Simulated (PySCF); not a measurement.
# Zinc: a sound run and one with changed settings

Sound run: Zn [Ar] 3d10 4s2, Zn⁺ [Ar] 3d10 4s1. Calculation: PySCF 2.14, in 6-31G*; no relativity, point nucleus. In the sound run the correlated levels freeze [Ar]. The sound run starts from symmetry-adapted Hartree-Fock orbitals and uses a fine grid where one is needed.

A second run was set up differently.

```tsv
species	method	sound run (hartree)	changed run (hartree)	converged
Zn	UHF	-1777.48110	-1777.48110	yes
Zn	M06-2X	-1779.03109	-1779.03107	no
Zn	PBE	-1778.75257	-1778.75245	no
Zn	MP2	-1777.72777	-1777.53542	yes
Zn	CCSD(T)	-1777.72146	-1777.72146	yes
Zn⁺	UHF	-1777.20913	-1777.20909	no
Zn⁺	M06-2X	-1778.70217	-1778.70206	no
Zn⁺	PBE	-1778.42925	-1778.42886	no
```

Problem. What was changed?
A. minimal basis
B. level shift left on
C. a valence shell is frozen
D. too few SCF iterations

Solution. B. It used initial guess atom, at most 50 SCF cycles, level shift 10.0 hartree. A level shift leaves the converged SCF energy unchanged but raises the virtual orbital energies, which shrinks MP2 if it is not removed.
